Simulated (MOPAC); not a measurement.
Input for MOPAC: PM6 on CH5NOSi (SMILES CO[Si]N), a point of a torsion scan.

```
PM6 1SCF PRECISE CHARGE=0 THREADS=1
CH5NOSi

C     -1.66694242 1    -0.06064455 1     0.29272952 1
O     -0.33579057 1     0.02217687 1    -0.06287242 1
Si     0.99548875 1    -0.23104891 1     0.88524398 1
N      2.12879570 1     0.08406927 1    -0.35050076 1
H     -2.15046878 1     0.90757205 1     0.12848138 1
H     -1.79388004 1    -0.34021681 1     1.34386898 1
H     -2.16571955 1    -0.80971863 1    -0.33033035 1
H      3.12253097 1     0.04304518 1    -0.21510637 1
H      1.86492292 1     0.33135675 1    -1.29464864 1
```

Output:

```
*******************************************************************************
 **                                                                           **
 **                              MOPAC v23.2.5                                **
 **                                                                           **
 *******************************************************************************
 ** MOPAC's Digital Object Identifier: https://doi.org/10.5281/zenodo.6511958 **
 **                                                                           **
 ** Please cite the open-source release paper for use of this MOPAC version:  **
 ** J. E. Moussa and J. J. P. Stewart (2026)                                  **
 ** MOPAC: An open-source semiempirical molecular orbital program             **
 ** J. Open Source Softw., 11(119), 8025, https://doi.org/10.21105/joss.08025 **
 *******************************************************************************

                              PM6 CALCULATION RESULTS

 *******************************************************************************
 *  PM6        - The PM6 Hamiltonian to be used
 *
 *
 *
 *                 CHARGE ON SYSTEM = 0
 *
 *
 *
 *  PRECISE    - TIGHTER CRITERIA TO BE USED
 *  1SCF       - DO 1 SCF AND THEN STOP
 *  THREADS=1  - MULTI-THREADING NOT USED
 *  T=         - A TIME OF 172800.0 SECONDS REQUESTED
 *  DUMP=N     - RESTART FILE WRITTEN EVERY 7200.0 SECONDS REQUESTED
 *******************************************************************************
PM6 1SCF PRECISE CHARGE=0 THREADS=1
 CH5NOSi

   ATOM   CHEMICAL          X               Y               Z
  NUMBER   SYMBOL      (ANGSTROMS)     (ANGSTROMS)     (ANGSTROMS)

     1       C         -1.66694242  *  -0.06064455  *   0.29272952  *
     2       O         -0.33579057  *   0.02217687  *  -0.06287242  *
     3      Si          0.99548875  *  -0.23104891  *   0.88524398  *
     4       N          2.12879570  *   0.08406927  *  -0.35050076  *
     5       H         -2.15046878  *   0.90757205  *   0.12848138  *
     6       H         -1.79388004  *  -0.34021681  *   1.34386898  *
     7       H         -2.16571955  *  -0.80971863  *  -0.33033035  *
     8       H          3.12253097  *   0.04304518  *  -0.21510637  *
     9       H          1.86492292  *   0.33135675  *  -1.29464864  *



          CARTESIAN COORDINATES

    NO.       ATOM           X           Y           Z

     1         C         -1.6669     -0.0606      0.2927
     2         O         -0.3358      0.0222     -0.0629
     3        Si          0.9955     -0.2310      0.8852
     4         N          2.1288      0.0841     -0.3505
     5         H         -2.1505      0.9076      0.1285
     6         H         -1.7939     -0.3402      1.3439
     7         H         -2.1657     -0.8097     -0.3303
     8         H          3.1225      0.0430     -0.2151
     9         H          1.8649      0.3314     -1.2946

 General Reference for PM6:
 "Optimization of Parameters for Semiempirical Methods V: Modification of NDDO Approximations
 and Application to 70 Elements", J. J. P. Stewart, J. Mol. Mod., 13, 1173-1213 (2007)
 URL: https://link.springer.com/article/10.1007/s00894-007-0233-4

           Empirical Formula: C H5 N O Si  =     9 atoms



      MOLECULAR POINT GROUP   :   Cs


      RHF CALCULATION, NO. OF DOUBLY OCCUPIED LEVELS = 12


 -------------------------------------------------------------------------------
 PM6 1SCF PRECISE CHARGE=0 THREADS=1
 CH5NOSi



     1SCF WAS SPECIFIED, SO BFGS WAS NOT USED
     SCF FIELD WAS ACHIEVED


                              PM6 CALCULATION
                                                       MOPAC v23.2.5 Linux




          FINAL HEAT OF FORMATION =        -25.43475 KCAL/MOL =    -106.41899 KJ/MOL


          COSMO AREA              =        116.02 SQUARE ANGSTROMS
          COSMO VOLUME            =        103.08 CUBIC ANGSTROMS

          IONIZATION POTENTIAL    =          7.757914 EV
          HOMO LUMO ENERGIES (EV) =         -7.758 -0.077
          NO. OF FILLED LEVELS    =         12
          MOLECULAR WEIGHT        =         75.1421         POINT GROUP:  Cs

          MOLECULAR DIMENSIONS (Angstroms)

            Atom       Atom       Distance
            H     8    H     7     5.35781
            H     9    H     6     2.71908
            H     8    H     5     1.70562


          SCF CALCULATIONS        =          1





   ATOM   CHEMICAL          X               Y               Z
  NUMBER   SYMBOL      (ANGSTROMS)     (ANGSTROMS)     (ANGSTROMS)

     1       C         -1.66694242  *  -0.06064455  *   0.29272952  *
     2       O         -0.33579057  *   0.02217687  *  -0.06287242  *
     3      Si          0.99548875  *  -0.23104891  *   0.88524398  *
     4       N          2.12879570  *   0.08406927  *  -0.35050076  *
     5       H         -2.15046878  *   0.90757205  *   0.12848138  *
     6       H         -1.79388004  *  -0.34021681  *   1.34386898  *
     7       H         -2.16571955  *  -0.80971863  *  -0.33033035  *
     8       H          3.12253097  *   0.04304518  *  -0.21510637  *
     9       H          1.86492292  *   0.33135675  *  -1.29464864  *

                             CARTESIAN COORDINATES

   1    C       -1.666942420    -0.060644550     0.292729520
   2    O       -0.335790570     0.022176870    -0.062872420
   3   Si        0.995488750    -0.231048910     0.885243980
   4    N        2.128795700     0.084069270    -0.350500760
   5    H       -2.150468780     0.907572050     0.128481380
   6    H       -1.793880040    -0.340216810     1.343868980
   7    H       -2.165719550    -0.809718630    -0.330330350
   8    H        3.122530970     0.043045180    -0.215106370
   9    H        1.864922920     0.331356750    -1.294648640


           Empirical Formula: C H5 N O Si  =     9 atoms



      MOLECULAR POINT GROUP   :   Cs


                  EIGENVALUES
 -30.14553 -29.84980 -24.48375 -18.06202 -16.64215 -15.79477 -15.46079 -14.58440
 -11.49700 -11.28863  -9.88992  -7.75791  -0.07715  -0.03749   0.38845   2.25660
   2.62375   2.91870   3.12487   4.02526   5.20645   5.48210   5.55813   6.09114
   6.60750   7.47408


              NET ATOMIC CHARGES AND DIPOLE CONTRIBUTIONS

  ATOM NO.   TYPE          CHARGE      No. of ELECS.   s-Pop       p-Pop       d-Pop
    1          C          -0.119437        4.1194     1.06979     3.04964
    2          O          -0.495784        6.4958     1.67972     4.81606
    3         Si           0.320671        3.6793     1.78966     1.14505     0.74461
    4          N          -0.549247        5.5492     1.48863     4.06062
    5          H           0.130923        0.8691     0.86908
    6          H           0.118521        0.8815     0.88148
    7          H           0.131067        0.8689     0.86893
    8          H           0.224380        0.7756     0.77562
    9          H           0.238905        0.7611     0.76110
 DIPOLE           X         Y         Z       TOTAL
 POINT-CHG.    -0.558    -0.302     1.190     1.349
 HYBRID         0.323     0.264    -1.022     1.104
 SUM           -0.236    -0.038     0.168     0.292


          ATOMIC ORBITAL ELECTRON POPULATIONS

     Atom    s        px        py        pz      x^2-y^2     xz        z^2       yz        xy
    1  C   1.06979   0.80243   1.13682   1.11040
    2  O   1.67972   1.28770   1.76924   1.75912
    3 Si   1.78966   0.28875   0.33402   0.52228   0.22111   0.20376   0.07404   0.07645   0.16924
    4  N   1.48863   1.18875   1.62349   1.24838
    5  H   0.86908
    6  H   0.88148
    7  H   0.86893
    8  H   0.77562
    9  H   0.76110

 **********************
 *                    *
 * JOB ENDED NORMALLY *
 *                    *
 **********************




 == MOPAC DONE ==
```

The run finished.

Cost: around 0.020 core-seconds (rough).
